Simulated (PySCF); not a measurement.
Run record: geometry optimisation, `C[Te](=O)CO[SiH3]`.

Computed with PBE0-D3(BJ)/def2-SVP geometry optimisation, gas phase, def2 core potentials past Kr (PySCF 2.14.0). Start geometry: GFN2-xTB. The input is one job of a driver script: a line of settings, then coordinates in Å.

Input:
```
{"job": {"xc": "PBE0", "basis": "def2-SVP", "d3": "d3bj", "grid": 1, "maxiter": 30, "shake": 0.01, "kind": "geom"}, "charge": 0, "multiplicity": 1}
C      2.199450     0.659610    -0.073140
Te     1.567470    -0.771670     1.386380
O      2.337350    -2.240610     0.694270
C     -0.324710    -0.958240     0.428380
O     -0.887390     0.309100     0.286910
Si    -2.363540     0.730640    -0.262960
H      3.083310     1.188770     0.267270
H      2.407210     0.142660    -0.994220
H      1.373310     1.400550    -0.207640
H     -0.189930    -1.442080    -0.524330
H     -1.005970    -1.605700     1.047070
H     -3.393020     0.053950     0.527720
H     -2.522760     0.356140    -1.677480
H     -2.287950     2.161810    -0.028870
```

Output:
```
step   0  E = -788.27715802  max force = 0.035859
step   1  E = -788.28646380  max force = 0.009298
step   2  E = -788.28703547  max force = 0.004769
step   3  E = -788.28714707  max force = 0.002198
step   4  E = -788.28720921  max force = 0.001418
step   5  E = -788.28722270  max force = 0.000737
step   6  E = -788.28722833  max force = 0.000446
optimisation converged
```

Energies in Eh; «max force» is the largest Cartesian gradient component in Eh/bohr.

Question: How much energy does the optimisation release, in kcal/mol?

Answer: E(step 0) − E(last step) = 0.010070 Eh, which is 6.3 kcal/mol.

In short: final energy -788.28723 Eh after 6 steps; dipole 4.24 D.

Question: Where do the atoms end?

Answer: 0.114 Å rms from the input after alignment:
```
atom  x, y, z in Å
C1     2.6118    0.8644    0.3023
Te2    2.0108   -0.6437    1.7143
O3     2.6940   -2.1897    0.9902
C4     0.0131   -0.6477    0.8192
O5    -0.4897    0.6478    0.7883
Si6   -2.0208    1.0175    0.2105
H7     3.5122    1.3765    0.6653
H8     2.8286    0.3225   -0.6290
H9     1.7794    1.5701    0.1764
H10    0.1806   -1.0892   -0.1810
H11   -0.6072   -1.3405    1.4164
H12   -3.0542    0.2751    0.9949
H13   -2.1371    0.6332   -1.2291
H14   -2.1799    2.4852    0.3809
```

On an Intel Xeon 6975P-C with one thread, shared host with 192 logical CPUs at a one-minute load of 103, this took 65 s of wall time and 0.57 GiB of memory at its peak.
Labels such as C1 count atoms from 1, the log's own numbers from 0.
